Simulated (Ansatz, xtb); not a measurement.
## Isomers of C2H8S2Si in order of energy

4 gas-phase structures of C2H8S2Si, from a drawn sample of its isomers (lower ones may exist). Each was relaxed with GFN2-xTB; where two conformers were screened, the lower at r2SCAN-D4/def2-SVP is listed:

A. `C[SiH2]C(S)S`, a singlet
B. `C[Si@@H](S)CS`, a singlet
C. `C[Si](C)(S)S`, a singlet
D. `SC[SiH2]CS`, a singlet

Task: Which do you expect lowest at r2SCAN-D4/def2-SVP, and how would the others follow?

Result: Calculated order at r2SCAN-D4/def2-SVP: C (0.0), B (129.2), A (243.7), D (250.3) kJ/mol.

Energies above the lowest of each column, in kJ/mol; the last columns are at B3LYP-D3(BJ)/def2-SVP geometries and were run for some of them only (a dash: not run or not comparable):

```
structure  GFN2-xTB  HF/STO-3G  r2SCAN-D4/def2-SVP  B3LYP-D3(BJ)/def2-SVP  CCSD(T)/def2-SVP + ΔMP2/def2-TZVPP
        C       0.0        0.0                 0.0                    0.0                                 0.0
        B      73.2       98.1               129.2                  120.5                               122.8
        A     153.5      183.8               243.7                  229.4                               238.0
        D     162.4      195.4               250.3                      –                                   –
```

Every level run on C puts it lowest or level with the lowest. Flexible structures stand in one conformer each, not always the lowest. Frequencies (GFN2-xTB) were run for A, B, C alone. ΔMP2 is the change of the MP2 energy from the smaller to the larger basis.

Over these structures GFN2-xTB departs from r2SCAN-D4/def2-SVP by 30.5 kJ/mol on average once a common shift is removed. A GFN2-xTB relaxation took about 0.28 s and the r2SCAN-D4/def2-SVP energy about 4.8 s on a shared host (Ansatz 0.2.0, xtb 6.7.1).
